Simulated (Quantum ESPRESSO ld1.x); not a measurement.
Values are calculated unless marked as measured or tabulated.
Species: Ta XXIV. Configuration: [Kr] 4d10 4f4.

Code: ld1.x of Quantum ESPRESSO 7.5. Model: scalar-relativistic Kohn-Sham, LDA (Slater exchange, Perdew-Zunger correlation), spin-polarised, spherical densities, point nucleus; open shells are filled with parallel spins first.

Energy parts (hartree):
total: -15374.185
kinetic: 16913.126
electron-nucleus: -36677.349
Hartree: 4668.799
exchange-correlation: -278.761

Orbitals (lengths in bohr, moments of r in powers of bohr):
orbital  occ.  eigenvalue (hartree)       <r^4>      <r^2>
1s up       1              -2499.07   6.214e-07  0.0004791
1s down     1              -2499.08   6.214e-07  0.0004791
2s up       1              -450.459  0.00009409   0.007385
2s down     1              -450.452  0.00009407   0.007385
2p up       3              -398.005  0.00007343   0.006090
2p down     3              -398.000  0.00007341   0.006090
3s up       1              -122.963    0.003447    0.04790
3s down     1              -122.822    0.003438    0.04784
3p up       3              -107.358    0.003681    0.04853
3p down     3              -107.217    0.003670    0.04845
3d up       5              -89.1319    0.002838    0.04024
3d down     5              -89.0221    0.002825    0.04015
4s up       1              -43.8202     0.06851     0.2198
4s down     1              -43.5981     0.06878     0.2202
4p up       3              -38.4462     0.08454     0.2422
4p down     3              -38.2327     0.08497     0.2428
4d up       5              -31.6403      0.1021     0.2603
4d down     5              -31.4312      0.1029     0.2613
4f up       4              -24.1722      0.1108     0.2572
4f down     0              -23.9473      0.1128     0.2591

The highest occupied level is 4f up at -657.76 eV. Spin moment in Bohr magnetons: 4. For comparison, the ionisation energy in NIST's Atomic Spectra Database is 700 eV (theoretical). In exact Kohn-Sham theory the highest level is minus the ionisation energy, but local and semilocal functionals leave it too shallow, through self-interaction and a potential that decays too fast; potentials with the right tail come closer. The density falls to 0.001 e/bohr^3 at r = 1.38 bohr.
